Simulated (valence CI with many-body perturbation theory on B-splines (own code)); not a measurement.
# Forbidden lines of Ga XXV

Method: relativistic CI+MBPT: five valence electrons over a frozen Dirac-Fock core [He], radial functions for each j: 11 s, 11 p, 10 d, 8 f, 5 g, 2 h, with the one-electron correlation potential Σ1 (screened to all orders), the two-electron term Σ2, the three-electron term Σ3, Breit, model QED; selected single and double excitations, second order for the rest, scaled by the run's own slope (own B-spline code, finite nucleus).

No measured spectrum was set against this ion. As an estimate, levels of excited configurations hold to 0.05 to 0.15 % of their energy, terms of the ground configuration to about 0.5 %. Among the levels kept, up to 5500 cm⁻¹ of a level comes from second order outside the variational space, and about a tenth of that is noise between levels of different J, which matters for small intervals.

Lines 1 to 50 of 59 in falling wavelength, among levels below 13152 × 10³ cm⁻¹, chosen from the decays that carry over 1 % of a level's rate. Wavelengths and rates use the calculated energies, so an error of 900 cm⁻¹ moves a line at 55.16 nm by 0.5 % and its rate by three times that or more. Electric multipoles are in the length gauge, E1 and E2 with the static RPA response of the core. Weak lines are less certain than strong ones. Lines between different terms over intervals too small for the method are left out, as are lines whose strength nearly cancels.

Names give the largest LS component (configuration and term), which can be under half, so a name can repeat, a term be missing and a line seem to break the LS rules; names also repeat where a configuration has a term twice. Letters in brackets count levels of one name in rising energy.

```tsv
λ vac (nm)	Upper	Lower	Type	A (s⁻¹)	Branch %
136.5	2s2 2p3 2D°_5/2	2s2 2p3 2D°_3/2	M1	2.67e+03	10.4
58.35	2s2 2p3 2P°_3/2	2s2 2p3 2P°_1/2	M1	2.91e+04	4.5
55.16	2s2 2p3 2P°_1/2	2s2 2p3 2D°_3/2	M1	1.27e+04	4.8
47.92	2s2 2p3 2D°_3/2	2s2 2p3 4S°_3/2	M1	1.52e+05	100.0
35.79	2s2 2p3 2P°_3/2	2s2 2p3 2D°_5/2	M1	9.86e+04	15.3
35.47	2s2 2p3 2D°_5/2	2s2 2p3 4S°_3/2	M1	2.30e+04	89.4
28.36	2s2 2p3 2P°_3/2	2s2 2p3 2D°_3/2	M1	4.44e+05	68.8
25.64	2s2 2p3 2P°_1/2	2s2 2p3 4S°_3/2	M1	2.53e+05	95.2
17.81	2s2 2p3 2P°_3/2	2s2 2p3 4S°_3/2	M1	7.37e+04	11.4
0.9554	2s2 2p2 3d 2G_9/2	2s 2p4 2D_5/2	E2	7.33e+07	1.8
0.9223	2s2 2p2 3p 4D°_1/2	2s2 2p3 2D°_3/2	E2	1.01e+09	2.3
0.9204	2s2 2p2 3p 4D°_3/2 [b]	2s2 2p3 2P°_1/2	E2	7.04e+08	1.4
0.9203	2s 2p3 3p 4F_9/2	2s 2p4 2D_5/2	E2	3.74e+08	1.8
0.9171	2s2 2p2 3p 4D°_5/2	2s2 2p3 2P°_1/2	E2	4.36e+08	1.8
0.9140	2s2 2p2 3p 2S°_1/2	2s2 2p3 2D°_5/2	E2	2.83e+09	6.8
0.9081	2s2 2p2 3p 4D°_5/2	2s2 2p3 2D°_5/2	E2	1.52e+09	6.3
0.9079	2s2 2p2 3p 2S°_1/2	2s2 2p3 2D°_3/2	E2	3.50e+09	8.4
0.9075	2s2 2p2 3p 2P°_3/2 [a]	2s2 2p3 2P°_1/2	E2	2.81e+09	1.9
0.9070	2s2 2p2 3p 4P°_5/2	2s2 2p3 2D°_5/2	E2	3.91e+09	4.9
0.9062	2s2 2p2 3p 4P°_1/2	2s2 2p3 2D°_5/2	E2	8.24e+08	1.1
0.9061	2s2 2p2 3p 2D°_5/2 [a]	2s2 2p3 2P°_3/2	E2	3.04e+09	5.5
0.9055	2s2 2p2 3p 2F°_5/2	2s2 2p3 2P°_1/2	E2	2.44e+09	2.1
0.9053	2s2 2p2 3p 4D°_3/2 [b]	2s2 2p3 2D°_3/2	E2	5.19e+09	10.0
0.9050	2s2 2p2 3p 2F°_7/2	2s2 2p3 2P°_3/2	E2	1.33e+09	2.4
0.9049	2s2 2p2 3p 4D°_1/2	2s2 2p3 4S°_3/2	E2	7.24e+09	16.2
0.9048	2s2 2p2 3p 2D°_5/2 [b]	2s2 2p3 2P°_3/2	E2	5.51e+09	5.4
0.9044	2s2 2p2 3p 2D°_3/2 [a]	2s2 2p3 2D°_5/2	E2	2.81e+09	1.8
0.9022	2s2 2p2 3p 4D°_7/2	2s2 2p3 2D°_5/2	E2	1.76e+09	6.1
0.9021	2s2 2p2 3p 4D°_5/2	2s2 2p3 2D°_3/2	E2	1.77e+09	7.3
0.9011	2s 2p3 3p 4F_7/2	2s 2p4 4P_3/2	E2	8.93e+08	1.2
0.9003	2s2 2p2 3p 4P°_1/2	2s2 2p3 2D°_3/2	E2	3.29e+09	4.3
0.8987	2s2 2p2 3p 2P°_3/2 [a]	2s2 2p3 2D°_5/2	E2	3.41e+09	2.3
0.8985	2s2 2p2 3p 2D°_3/2 [a]	2s2 2p3 2D°_3/2	E2	2.31e+09	1.5
0.8974	2s2 2p2 3p 4D°_3/2 [a]	2s2 2p3 4S°_3/2	E2	4.46e+09	6.0
0.8947	2s 2p3 3d 6D°_9/2	2s 2p4 4P_5/2	M2	4.12e+07	1.2
0.8931	2s2 2p2 3p 2P°_1/2 [a]	2s2 2p3 2D°_5/2	E2	9.07e+09	4.7
0.8929	2s2 2p2 3p 2P°_1/2 [c]	2s2 2p3 2P°_3/2	E2	3.66e+09	2.5
0.8894	2s 2p3 3p 4F_7/2	2s 2p4 4P_5/2	E2	4.49e+09	6.0
0.8873	2s2 2p2 3p 2P°_1/2 [a]	2s2 2p3 2D°_3/2	E2	4.53e+09	2.4
0.8854	2s2 2p2 3p 4D°_5/2	2s2 2p3 4S°_3/2	E2	2.74e+09	11.4
0.8837	2s 2p3 3p 4F_9/2	2s 2p4 4P_5/2	E2	5.82e+09	28.1
0.8837	2s2 2p2 3p 2D°_5/2 [a]	2s2 2p3 2D°_5/2	E2	2.25e+09	4.1
0.8826	2s2 2p2 3p 2F°_7/2	2s2 2p3 2D°_5/2	E2	3.46e+09	6.2
0.8819	2s2 2p2 3p 2D°_3/2 [a]	2s2 2p3 4S°_3/2	E2	1.85e+09	1.2
0.8799	2s2 2p2 3p 4D°_7/2	2s2 2p3 4S°_3/2	E2	5.00e+09	17.4
0.8780	2s2 2p2 3p 2D°_5/2 [a]	2s2 2p3 2D°_3/2	E2	1.83e+09	3.3
0.8771	2s2 2p2 3d 4F_9/2	2s2 2p3 2D°_5/2	M2	4.66e+07	1.3
0.8770	2s2 2p2 3p 2F°_7/2	2s2 2p3 2D°_3/2	E2	2.88e+09	5.1
0.8761	2s2 2p2 3p 2P°_3/2 [c]	2s2 2p3 2P°_1/2	E2	4.06e+09	2.2
0.8746	2s2 2p2 3p 2F°_5/2	2s2 2p3 4S°_3/2	E2	1.78e+09	1.6
```
